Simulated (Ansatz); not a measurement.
Ansatz (a first-principles code) input file for trans-dichloroethylene (C₂H₂Cl₂), SMILES Cl/C=C/Cl, PBE-D3(BJ)/def2-SVP. 

Ansatz 0.2 input:
```yaml
crystal:
  periodic: [false, false, false]
  atoms:
    - {symbol: Cl, position_ang: [-0.05051980, 2.15761351, 0.00000000]}
    - {symbol: C, position_ang: [0.44574446, 0.49773990, 0.00000000]}
    - {symbol: C, position_ang: [-0.44574446, -0.49773990, 0.00000000]}
    - {symbol: Cl, position_ang: [0.05051980, -2.15761351, 0.00000000]}
    - {symbol: H, position_ang: [1.52562745, 0.34205512, 0.00000000]}
    - {symbol: H, position_ang: [-1.52562745, -0.34205512, 0.00000000]}
basis:
  gaussian:
    orbitals: def2-SVP
hamiltonian:
  xc: pbe
  dispersion: d3bj
relax: {f_tol: 0.002, max_steps: 200}
```

Log of the run:

```
Functional definition: PBE
integrals: 0.02 GiB planned
822 factors; their error is unknown
mean field: 0.15 GiB planned
mean field evaluation 1: about -27122.7474 eV, gradient 4.8e1 eV
mean field evaluation 2: about -27111.5720 eV, gradient 7.9e1 eV
mean field evaluation 4: about -27128.6895 eV, gradient 2.0e0 eV
mean field evaluation 8: about -27128.7053 eV, gradient 2.6e-2 eV
mean field evaluation 16: about -27128.6585 eV, gradient 7.5e-5 eV
mean field -27128.65845041 eV, -996.9598095875 hartree, gradient 1.1e-5 eV, S^2 0.000000; 0 other end points of the search recorded, 0 dependent functions left out
the calculation of the forces begins
reference -27128.65847582 eV, -996.9598105212 hartree; 24, 24 occupied and 50, 50 virtual orbitals, 822 factors
relax step   1: F+E_penalty+E_count = -27128.79609643 eV  Δ(F+E_penalty+E_count) = +0.000e0 eV  max|allowed force component| = 4.519e-1 eV/Å  Δτ_max = 0.0000 Å  (28 SCF iters, accepted)
these checks for a lower state are left out or cut short: starts, cluster_reference, orbital_swaps, neighbouring_geometries, increment
integrals: 0.02 GiB planned
822 factors; their error is unknown
mean field: 0.15 GiB planned
mean field -27128.66359516 eV, -996.9599986533 hartree, gradient 7.4e-6 eV, S^2 0.000000; 0 other end points of the search recorded, 0 dependent functions left out
the calculation of the forces begins
reference -27128.66362060 eV, -996.9599995883 hartree; 24, 24 occupied and 50, 50 virtual orbitals, 822 factors
relax step   2: F+E_penalty+E_count = -27128.80099661 eV  Δ(F+E_penalty+E_count) = -4.900e-3 eV  max|allowed force component| = 1.502e-1 eV/Å  Δτ_max = 0.0076 Å  (30 SCF iters, accepted)
these checks for a lower state are left out or cut short: starts, cluster_reference, orbital_swaps, neighbouring_geometries, increment
integrals: 0.02 GiB planned
822 factors; their error is unknown
mean field: 0.15 GiB planned
mean field evaluation 32: about -27128.6641 eV, gradient 2.3e-5 eV
mean field -27128.66411728 eV, -996.9600178412 hartree, gradient 2.3e-5 eV, S^2 0.000000; 0 other end points of the search recorded, 0 dependent functions left out
the calculation of the forces begins
reference -27128.66414273 eV, -996.9600187763 hartree; 24, 24 occupied and 50, 50 virtual orbitals, 822 factors
relax step   3: F+E_penalty+E_count = -27128.80145230 eV  Δ(F+E_penalty+E_count) = -4.557e-4 eV  max|allowed force component| = 3.894e-2 eV/Å  Δτ_max = 0.0021 Å  (22 SCF iters, accepted)
these checks for a lower state are left out or cut short: starts, cluster_reference, orbital_swaps, neighbouring_geometries, increment
integrals: 0.02 GiB planned
822 factors; their error is unknown
mean field: 0.15 GiB planned
mean field -27128.66411251 eV, -996.9600176656 hartree, gradient 7.0e-6 eV, S^2 0.000000; 0 other end points of the search recorded, 0 dependent functions left out
the calculation of the forces begins
reference -27128.66413793 eV, -996.9600186000 hartree; 24, 24 occupied and 50, 50 virtual orbitals, 822 factors
relax step   4: F+E_penalty+E_count = -27128.80148411 eV  Δ(F+E_penalty+E_count) = -3.182e-5 eV  max|allowed force component| = 3.395e-2 eV/Å  Δτ_max = 0.0015 Å  (23 SCF iters, accepted)
these checks for a lower state are left out or cut short: starts, cluster_reference, orbital_swaps, neighbouring_geometries, increment
integrals: 0.02 GiB planned
822 factors; their error is unknown
mean field: 0.15 GiB planned
mean field -27128.66413206 eV, -996.9600183843 hartree, gradient 8.3e-5 eV, S^2 0.000000; 0 other end points of the search recorded, 0 dependent functions left out
the calculation of the forces begins
reference -27128.66415749 eV, -996.9600193189 hartree; 24, 24 occupied and 50, 50 virtual orbitals, 822 factors
relax step   5: F+E_penalty+E_count = -27128.80150460 eV  Δ(F+E_penalty+E_count) = -2.049e-5 eV  max|allowed force component| = 1.430e-2 eV/Å  Δτ_max = 0.0008 Å  (20 SCF iters, accepted)
these checks for a lower state are left out or cut short: starts, cluster_reference, orbital_swaps, neighbouring_geometries, increment
integrals: 0.02 GiB planned
822 factors; their error is unknown
mean field: 0.15 GiB planned
mean field -27128.66414179 eV, -996.9600187417 hartree, gradient 2.4e-5 eV, S^2 0.000000; 0 other end points of the search recorded, 0 dependent functions left out
the calculation of the forces begins
reference -27128.66416722 eV, -996.9600196763 hartree; 24, 24 occupied and 50, 50 virtual orbitals, 822 factors
relax step   6: F+E_penalty+E_count = -27128.80150827 eV  Δ(F+E_penalty+E_count) = -3.670e-6 eV  max|allowed force component| = 3.620e-4 eV/Å  Δτ_max = 0.0004 Å  (19 SCF iters, accepted)
integrals: 0.02 GiB planned
822 factors; their error is unknown
mean field: 0.15 GiB planned
mean field evaluation 64: about -27128.6641 eV, gradient 1.3e-3 eV
mean field -27128.66414179 eV, -996.9600187417 hartree, gradient 2.4e-5 eV, S^2 0.000000; 1 other end points of the search recorded, 0 dependent functions left out
the calculation of the forces begins
reference -27128.66416722 eV, -996.9600196763 hartree; 24, 24 occupied and 50, 50 virtual orbitals, 822 factors
Total energy: -27128.80153370 eV, -996.9650678015 hartree
Atom 0 at    -0.050532     2.162715     0.000000 Å, force    -0.000085     0.000146     0.000000 eV/Å
Atom 1 at     0.445775     0.503611    -0.000000 Å, force     0.000362     0.000067     0.000000 eV/Å
Atom 2 at    -0.445775    -0.503611    -0.000000 Å, force    -0.000362    -0.000067    -0.000000 eV/Å
Atom 3 at     0.050532    -2.162715     0.000000 Å, force     0.000085    -0.000146     0.000000 eV/Å
Atom 4 at     1.534144     0.342412     0.000000 Å, force    -0.000115    -0.000041    -0.000000 eV/Å
Atom 5 at    -1.534144    -0.342412     0.000000 Å, force     0.000115     0.000041    -0.000000 eV/Å
Dipole moment:     0.000000    -0.000000    -0.000000 e Å
```

Self-consistency was reached.

Cost: roughly 15 core-seconds.
